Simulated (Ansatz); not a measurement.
Cost and result for the atomization energy of C3H9ClSi (`C[SiH2]CCCl`) (14 atoms, 13 bonds).

Z-matrix (Å, degrees):
```
C
Si 1 1.871
H 1 1.093 2 111.4
H 1 1.093 2 110.9 3 120.5
H 1 1.092 2 110.7 3 -119.8
C 2 1.887 1 111.8 3 -62.6
H 2 1.489 1 110.2 3 177.2
H 2 1.491 1 109.7 3 58.3
C 6 1.507 2 113.1 1 61.4
H 6 1.095 2 108.6 1 -61.1
H 6 1.094 2 108.3 1 -176.5
Cl 9 1.795 6 112.3 2 179.6
H 9 1.090 6 112.2 2 -61.6
H 9 1.090 6 111.9 2 60.7
```

Charge 0, multiplicity 1. Geometry: relaxed with PBE0-D4/def2-TZVP. It is one conformer, not always the lowest. Program: Ansatz. All runs use 4 threads of an Arm Neoverse V2 on a shared host. Times are those of one run each, without the atoms' runs, and a repeat can differ threefold. Electronic energies, without spin–orbit coupling; frozen cores. CCSD(T)/CBS adds CCSD(T) − MP2 in def2-TZVPP to the MP2 limit, and its time is that of the two runs behind it. T1 = 0.010. B3LYP takes the VWN-RPA correlation (the form of Gaussian; ORCA's B3LYP/G).

CCSD(T)/CBS is a level of theory with its own doubt, some kJ/mol a heavy atom from the limit and from the frozen cores, so smaller differences don't rank the functionals.

```
                             level  functions  wall time
   PBE-D4/def2-TZVPP (with forces)        303      3.2 s
                PBE0-D4/def2-TZVPP        303      3.9 s
r2SCAN-D4/def2-TZVPP (with forces)        303        6 s
                 B2PLYP/def2-TZVPP        303      6.5 s
 B3LYP-D4/def2-TZVPP (with forces)        303      6.5 s
                ωB97X-V/def2-TZVPP        303       10 s
  ωB97M-V/def2-TZVPP (with forces)        303       14 s
                    MP2/def2-QZVPP        581       33 s
                CCSD(T)/def2-TZVPP        303     11 min
                 CCSD(T)/CBS(def2)          –     12 min
```

**Question.** What atomization energy does each give, and how far from CCSD(T)/CBS? (An estimate is asked.)

**Answer.** Ansatz gave: 
```json
{"level": "PBE-D4/def2-TZVPP (with forces)", "atomization (kJ/mol)": "5096.0", "difference from CCSD(T)/CBS": "53.1", "per bond": "4.1"}
{"level": "PBE0-D4/def2-TZVPP", "atomization (kJ/mol)": "5055.3", "difference from CCSD(T)/CBS": "12.4", "per bond": "1.0"}
{"level": "r2SCAN-D4/def2-TZVPP (with forces)", "atomization (kJ/mol)": "5052.3", "difference from CCSD(T)/CBS": "9.4", "per bond": "0.7"}
{"level": "B2PLYP/def2-TZVPP", "atomization (kJ/mol)": "4981.6", "difference from CCSD(T)/CBS": "-61.3", "per bond": "-4.7"}
{"level": "B3LYP-D4/def2-TZVPP (with forces)", "atomization (kJ/mol)": "5036.1", "difference from CCSD(T)/CBS": "-6.8", "per bond": "-0.5"}
{"level": "ωB97X-V/def2-TZVPP", "atomization (kJ/mol)": "5057.1", "difference from CCSD(T)/CBS": "14.2", "per bond": "1.1"}
{"level": "ωB97M-V/def2-TZVPP (with forces)", "atomization (kJ/mol)": "5056.7", "difference from CCSD(T)/CBS": "13.8", "per bond": "1.1"}
{"level": "MP2/def2-QZVPP", "atomization (kJ/mol)": "5030.2", "difference from CCSD(T)/CBS": "-12.7", "per bond": "-1.0"}
{"level": "CCSD(T)/def2-TZVPP", "atomization (kJ/mol)": "4928.3", "difference from CCSD(T)/CBS": "-114.6", "per bond": "-8.8"}
{"level": "CCSD(T)/CBS(def2)", "atomization (kJ/mol)": "5042.9", "difference from CCSD(T)/CBS": "0.0", "per bond": "0.0"}
```

From PBE to PBE0 (25 % exact exchange), in def2-TZVPP and without D4, the atomization energy moves by −36.3 kJ/mol: exact exchange takes away binding that semilocal exchange gives to molecules. In def2-TZVPP, CCSD(T) changes the Hartree–Fock value by +1104.9 kJ/mol (the triples alone add +57.8 kJ/mol) and MP2 by +1139.3 kJ/mol; breaking electron pairs costs correlation energy, which Hartree–Fock lacks. The D4 term adds +47.1 kJ/mol with B3LYP and +25.0 kJ/mol with PBE0; it sums over pairs of atoms, weighted by their polarisabilities, and B3LYP, whose exchange is more repulsive, gets the larger term.
